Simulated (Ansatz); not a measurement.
Input for Ansatz (a quantum-chemistry and plane-wave program): R-CCSD(T)/cc-pVTZ on H2 (SMILES [H][H]).

Ansatz 0.2 input:
```yaml
crystal:
  periodic: [false, false, false]
  atoms:
    - {symbol: H, position_ang: [0.00000000, 0.00000000, 0.37198582]}
    - {symbol: H, position_ang: [-0.00000000, -0.00000000, -0.37198582]}
basis:
  gaussian:
    orbitals: cc-pVTZ
magnetization: {spin_polarized: false}
correlation: {method: ccsd_t, electrons: outside_noble_gas}
scf: {lower_state_search: off}
```

Q: Give the final energy of this run.

A: -1.1723 hartree (reference determinant -1.1329, T1 diagnostic 0.006).
